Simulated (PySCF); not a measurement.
**Predicted spectroscopic data**

[PySCF 2.14: structure optimised with GFN2-xTB; shielding tensors at PBE0/pcSseg-1 (GIAO); one averaged value for each set of equivalent atoms; one conformer; no relativistic terms; in vacuum]

δ = σ(ref) − σ, references computed at the same level: TMS for ¹H, ¹³C. Splittings of carbon signals by F and P are missing where no couplings were computed. Where no couplings were computed, multiplicities follow the n + 1 count of equivalent neighbours, and m marks all less simple cases (inequivalent or close neighbours, rings, F or P nearby). Shifts are as computed. Against solution values, carbons near 30 ppm lie about +3 ppm off and those near 130 ppm about +5 ppm. Of 1211 compounds with measured shifts, 218 miss one by over three times the rms of a fit or turn the order of signals round; such compounds aren't used in these exercises.

Compound 1 (C7H11F3O). ¹H NMR (600 MHz, computed): δ 1.47 (m, 2H), 1.25 (d, 6H), 0.86 (sept, 1H), 0.63 (m, 2H). ¹³C{¹H} NMR (computed): δ 131.0 (C), 70.6 (C), 41.5 (CH), 20.4 (CH3), 15.0 (CH2). Structure: `FC(OC1(C(C)C)CC1)(F)F`.

Compound 2 (C5H6FNSi). ¹H NMR (600 MHz, computed): δ 7.28 (m, 1H), 6.48 (m, 1H), 6.22 (m, 1H), 5.71 (d, 1H), 5.39 (m, 2H). ¹³C{¹H} NMR (computed): δ 162.0 (CH), 150.8 (C), 148.0 (CH2), 123.1 (C), 109.1 (CH). Structure: SMILES C=C(/C=C/C#N)[SiH2]F.
